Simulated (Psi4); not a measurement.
vinyl chloride (C2H3Cl), singlet, geometry from GFN2-xTB, atoms displaced at random by about 0.05 Å a coordinate. Base run: B3LYP/STO-3G (Psi4).

Input for Psi4:
```
memory 2 GB

molecule {
0 1
C     0.04700996    0.87737816    0.04567010
C     1.34905697    1.04329113    0.02732165
Cl   -0.57792439   -0.75657011    0.01204856
H    -0.80303482    1.52384806   -0.03958230
H     1.99051864    0.26911808    0.02130867
H     1.63705734    2.02413678    0.02477562
}

set {
  basis sto-3g
}

optimize('b3lyp')
print_variables()
```

Variants of this job, named by their change:

| change | ΔE vs base (kJ/mol) | optimiser steps | core-seconds (rough) |
|---|---|---|---|
| base | 0.00 | 6 | 20 |
| hess_update = powell | 0.00 | 6 | 30 |
| g_convergence = nwchem_loose | 0.00 | 5 | 20 |
| intrafrag_hess = lindh | 0.00 | 18 | 60 |
| opt_coordinates = both | 0.00 | 9 | 30 |
| step_type = sd | 0.00 | 27 | 90 |
| g_convergence = gau | 0.00 | 6 | 20 |
